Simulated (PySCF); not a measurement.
Job file and geometry (Å, from GFN2-xTB) of an NMR shielding run on `[S-]c1ccc(-c2cccs2)o1`, [C8H5OS2]-, GIAO PBE0/pcSseg-1 NMR shielding, non-relativistic, gas phase (PySCF); density fitting, a coarse starting grid and PySCF grid level 2 are the driver's defaults:

```
{"job": {"kind": "nmr", "xc": "PBE0", "basis": "pcSseg-1"}, "charge": -1, "multiplicity": 1}
S     -3.817214     0.652874     2.055253
C     -2.719264     0.240692     0.863539
C     -2.937224    -0.248817    -0.426086
C     -1.687523    -0.427874    -1.005938
C     -0.741269    -0.046974    -0.067402
C      0.666702    -0.023486    -0.118803
C      1.564393     0.370060     0.852937
C      2.904577     0.260297     0.451608
C      3.053922    -0.212145    -0.814089
S      1.518869    -0.539717    -1.558538
O     -1.380939     0.362146     1.076547
H     -3.900785    -0.439975    -0.855962
H     -1.464699    -0.790573    -1.993011
H      1.241922     0.722314     1.815781
H      3.738715     0.524060     1.082557
H      3.952218    -0.393937    -1.369804
```

Problem. What does the program print?

Solution. 
```
coarse grid: 16128 points
cycle   1  E = -1178.5174393828  dE =  2.316e+00  |g| = 6.103e-01  |ddm| = 4.558e+00
cycle   2  E = -1178.4501287681  dE =  6.731e-02  |g| = 7.983e-01  |ddm| = 2.049e+00
cycle   3  E = -1178.6157382776  dE = -1.656e-01  |g| = 1.727e-01  |ddm| = 1.327e+00
cycle   4  E = -1178.6237045025  dE = -7.966e-03  |g| = 6.910e-02  |ddm| = 3.174e-01
cycle   5  E = -1178.6247370858  dE = -1.033e-03  |g| = 2.970e-02  |ddm| = 1.032e-01
cycle   6  E = -1178.6249332442  dE = -1.962e-04  |g| = 9.658e-03  |ddm| = 4.017e-02
cycle   7  E = -1178.6249552637  dE = -2.202e-05  |g| = 3.247e-03  |ddm| = 1.321e-02
cycle   8  E = -1178.6249577866  dE = -2.523e-06  |g| = 9.392e-04  |ddm| = 4.656e-03
final grid: 151224 points
cycle   9  E = -1178.7053444038  dE = -1.843e-05  |g| = 1.419e-02  |ddm| = 4.873e-02
cycle  10  E = -1178.7052787908  dE =  6.561e-05  |g| = 2.178e-02  |ddm| = 3.766e-02
cycle  11  E = -1178.7053894145  dE = -1.106e-04  |g| = 1.605e-03  |ddm| = 2.557e-02
cycle  12  E = -1178.7053900341  dE = -6.196e-07  |g| = 4.935e-04  |ddm| = 2.182e-03
cycle  13  E = -1178.7053900971  dE = -6.301e-08  |g| = 1.406e-04  |ddm| = 7.478e-04
cycle  14  E = -1178.7053901009  dE = -3.785e-09  |g| = 6.206e-05  |ddm| = 2.136e-04
cycle  15  E = -1178.7053901019  dE = -9.618e-10  |g| = 1.730e-05  |ddm| = 1.013e-04
converged SCF energy = -1178.7053901019

GIAO shielding tensors (ppm)
atom      isotropic    diamagn.    paramagn.     s11        s22        s33       span
  0 S      474.674    1055.419    -580.746    289.131    491.540    643.349    354.218
  1 C       -4.647     246.393    -251.040   -109.815     28.063     67.811    177.625
  2 C       74.401     255.059    -180.658      3.960     86.319    132.925    128.966
  3 C       66.248     253.916    -187.668    -20.785     68.147    151.382    172.167
  4 C       44.211     245.345    -201.134      0.668     40.730     91.235     90.568
  5 C       40.516     260.682    -220.166    -22.411     28.361    115.598    138.010
  6 C       77.043     246.557    -169.514     16.451     63.920    150.760    134.309
  7 C       56.637     253.651    -197.014    -26.244     48.776    147.379    173.623
  8 C       76.825     262.372    -185.547     -8.342    101.354    137.464    145.807
  9 S      342.469    1057.216    -714.747    222.034    390.153    415.219    193.185
 10 O       24.132     398.665    -374.533   -129.330     -4.066    205.793    335.123
 11 H       26.058      32.537      -6.478     23.195     26.363     28.617      5.422
 12 H       25.091      33.537      -8.446     22.369     24.008     28.895      6.526
 13 H       25.335      32.407      -7.073     20.889     26.839     28.276      7.386
 14 H       25.329      30.118      -4.789     23.006     24.909     28.071      5.065
 15 H       26.190      31.585      -5.395     23.166     26.348     29.056      5.891
```

Problem. Turn these shieldings into chemical shifts. δ = σ(ref) − σ, references computed at the same level: 33S (σ = 503.73 ppm) vs CS2; 13C (σ = 186.93 ppm) and 1H (σ = 31.72 ppm) against TMS; H2O for 17O (σ = 336.08 ppm).

Solution. Averaging equivalent atoms: S 9: 161; S 0: 29; C 1: 191.6; C 5: 146.4; C 4: 142.7; C 7: 130.3; C 3: 120.7; C 2: 112.5; C 8: 110.1; C 6: 109.9; O 10: 311.9; H 12: 6.63; H 14: 6.39; H 13: 6.38; H 11: 5.66; H 15: 5.53 ppm. Unscaled 17O shifts of doubly bonded oxygen tend to come out too high, by tens of ppm or more. Experimental scales use liquid or dissolved standards, which lie at an offset from isolated H2O (liquid H2O: subtract about 36 ppm).

Size and cost of the density-fitted run: 226 basis functions, 45 s wall time on 1 thread of an Arm Neoverse V1, shared host.
